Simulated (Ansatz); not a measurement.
Consider the hydrogen abstraction from the Sn–H bond: `[F][SnH3]` + H• → `[F][SnH2]`• + H₂.

Gas-phase electronic energies from Ansatz, PBE0-D4/def2-TZVP geometries. CCSD(T)/CBS adds triple-zeta CCSD(T) − MP2 to the extrapolated MP2 energy (def2 sets, frozen cores). This one scheme is used for every species, atoms too. DFT in def2-TZVPP. No spin–orbit coupling; open shells (•) take unrestricted orbitals. Elements past krypton have def2 core potentials. For Sn outer-core shells are correlated without core-valence functions, so the limit isn't a true one: a few kJ/mol of doubt a bond, and 10 to 20 or more in all where bonds break to atoms.

`[F][SnH3]`:

```xyz
5

F     0.813   -0.444   -1.544
Sn   -0.057    0.031    0.108
H     0.252   -1.276    1.151
H    -1.698    0.208   -0.303
H     0.690    1.482    0.588
```

`[F][SnH2]`•:

Z-matrix (Å, degrees):
```
Sn
F 1 1.932
H 1 1.726 2 103.3
H 1 1.726 2 103.3 3 118.2
```

H₂:

Cartesian coordinates in Å:
```
H -0.293 -0.117 0.199
H 0.293 0.117 -0.199
```

```tsv
level	ΔE (eV)
r2SCANh-D4	-1.36
HF/def2-SVP	-0.91
```

(1) What does CCSD(T)/CBS give? (Estimate.)

(2) What do rigid-rotor, harmonic-oscillator terms from PBE0-D4/def2-TZVP frequencies (298.15 K, 1 bar) make of the CCSD(T)/CBS value? (An estimate is asked.)

Largest T1 diagnostic among the species: 0.017.

## Answers

(1) The calculation gave: -1.25 eV. The listed levels differ from it by -0.11, 0.34 eV.

(2) Computed: ΔZPE = +0.05 eV, ΔH = -1.18 eV, ΔS = 26 J/(mol·K), ΔG = -1.26 eV. Open shells count their whole term as degenerate.

From r2SCAN to r2SCAN0 (25 % exact exchange), in def2-TZVPP and without D4, ΔE moves by +0.05 eV. At CCSD(T), def2-SVP lies +0.09 eV from the extrapolated value and def2-TZVPP +0.01 eV. In def2-TZVPP, CCSD(T) changes the Hartree–Fock value by −0.24 eV (the triples alone add +0.01 eV) and MP2 by −0.14 eV.
